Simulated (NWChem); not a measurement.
Molecule: C3H4BNO; SMILES N1=CB(C=C1)O

```xyz
10

O      0.0259    -2.1444     0.0000
B      0.0294    -0.7933     0.0000
C      1.2609     0.1667     0.0000
C      0.7133     1.3930     0.0000
N     -0.7565     1.4580     0.0000
C     -1.2056     0.2522     0.0000
H     -0.8680    -2.5192     0.0000
H      2.3280    -0.0211     0.0000
H      1.2188     2.3549     0.0000
H     -2.2884     0.1043     0.0000
```
Atoms are numbered in this order, from 1.

All runs: NWChem. All runs use the structure optimised with B3LYP/6-31G* (spherical d). Isolated, static molecule.

GIAO at PBE0/pcSseg-1: principal shieldings of B2 are 30.7, 69.8, 73.6 ppm; an isolated boron trifluoride molecule has σ = 88.7 ppm at the same levels.

Task: Find the isotropic 11B shift, its principal values, the span and the skew.

Result: 
1. σ(iso) = one third of the sum = 58.0 ppm.
2. δ = σ(reference) − σ = 30.7 ppm against boron trifluoride.
3. δ11, δ22, δ33 = 58.0, 18.9, 15.1 ppm.
4. Span Ω = δ11 − δ33 = 42.9 ppm; skew κ = 3(δ22 − δ(iso))/Ω = -0.82.
